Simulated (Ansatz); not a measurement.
Relaxation of CH6GeSSi (10 atoms, charge 0, multiplicity 1), to a largest force component of 0.02 eV/Å in at most 50 steps.

Theory: Ansatz, RKS r2SCAN-D4/def2-SVP.

```xyz
10
Properties=species:S:1:pos:R:3
Si -0.562 1.208 0.523
C -0.070 0.028 -0.793
S -1.212 -1.345 -0.939
Ge 1.017 -1.400 -0.064
H 0.527 2.105 0.857
H -1.701 2.096 -0.026
H -1.056 0.538 1.710
H 0.342 0.431 -1.772
H 1.904 -2.125 -0.994
H 0.893 -1.588 1.502
```

Q: Where does it end, and by what steps?

A: The run converged. After 6 steps the energy has fallen by 0.521 eV; H5 moved furthest, 0.32 Å.

| step | energy less start (eV) | largest force component (eV/Å) | accepted |
| --- | --- | --- | --- |
| 0 | 0.0000 | 2.115 | yes |
| 1 | -0.4216 | 0.909 | yes |
| 2 | -0.4972 | 0.393 | yes |
| 3 | -0.4431 | 0.942 | no |
| 4 | -0.5177 | 0.115 | yes |
| 5 | -0.5204 | 0.032 | yes |
| 6 | -0.5207 | 0.012 | yes |

```xyz
10
Properties=species:S:1:pos:R:3
Si -0.611 1.342 0.510
C 0.031 0.078 -0.715
S -1.146 -1.374 -1.002
Ge 0.856 -1.564 -0.102
H 0.430 2.390 0.756
H -1.846 2.005 -0.005
H -0.925 0.650 1.794
H 0.446 0.468 -1.657
H 1.926 -2.215 -0.973
H 0.921 -1.830 1.397
```

Whether the end is a true minimum wasn't checked by a vibrational analysis.

The run took 69 s on 2 threads of Arm Neoverse N1, on a shared host, peak memory 0.2 GiB.
